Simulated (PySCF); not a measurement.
**Ionisation energy of As(2+) by level of theory**

As(2+) [Ar] 3d10 4s2 4p1 (2P) → As(3+) [Ar] 3d10 4s2 (1S), as a difference of total energies. Computed with PySCF 2.14 in aug-cc-pVDZ-PP with ECP10MDF (5s4p3d, 32 functions), with scalar relativity through the core potential. Correlated levels: valence: 3s2 3p6 3d10 frozen. The calculations carry no spin-orbit coupling.

```tsv
method	ionisation energy (eV)
UHF	27.449
MP2 (valence)	27.609
SCS-MP2 (valence)	27.591
CCSD (valence)	27.690
CCSD(T) (valence)	27.701
CCSDT (valence)	27.706
FCI (valence)	27.706
```

Q: How much does correlation contribute at CCSD(T) (valence)?

A: 27.701 − (27.449) = 0.252 eV, measured against UHF.

The reference lies between the lowest fine-structure levels, while these numbers refer to the centres of the terms.

Errors of the correlated levels include the incompleteness of this basis and the frozen core.

For comparison: 28.349 ± 0.012 eV (measured; NIST Atomic Spectra Database, ionization energies).
